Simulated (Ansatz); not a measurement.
System: SrF₂, net charge 0, singlet state. 
Structure (B3LYP-D3(BJ)/def2-TZVP (Ansatz, a first-principles code) minimum search):
```
Sr
F 1 2.1388
F 1 2.1388 2 129.77
```
Charge 0, spin multiplicity 1.

Total electronic energies in hartree. Valence correlation only, unless marked. Spin-orbit coupling is left out. Frozen are the shells of the preceding noble gas and the d and f shells that filled before the atom's block. The outer core of K, Ca and their heavier congeners is not correlated, a term that matters for these elements. Past Kr the def2 sets carry scalar-relativistic core potentials. CBS(X,Y): correlation extrapolated as X^-3; Hartree-Fock from the larger set.

```json
[
 {"level": "SVWN5/def2-TZVPD", "program": "Ansatz", "energy (Eh)": "-229.27427"},
 {"level": "LC-wPBE-D3(BJ)/def2-TZVPD", "program": "Ansatz + dftd3", "energy (Eh)": "-230.56323"},
 {"level": "LC-wPBE/def2-TZVPD", "program": "Ansatz", "energy (Eh)": "-230.56230"},
 {"level": "MP2/def2-SVPD", "program": "Ansatz", "energy (Eh)": "-229.66339"},
 {"level": "MP2/def2-QZVPP", "program": "Ansatz", "energy (Eh)": "-230.08577"},
 {"level": "RI-MP2/def2-TZVPPD", "program": "Ansatz", "energy (Eh)": "-230.02739"},
 {"level": "SCS-MP2/def2-QZVPP", "program": "Ansatz", "energy (Eh)": "-230.07211"},
 {"level": "CCSD/CBS(def2-TZVPPD,def2-QZVPPD)", "program": "Ansatz", "energy (Eh)": "-230.1100"},
 {"level": "CCSD(T)/CBS(def2-TZVPPD,def2-QZVPPD)", "program": "Ansatz", "energy (Eh)": "-230.1313"}
]
```

Totals of different functionals don't rank their quality; only differences between species are comparable.
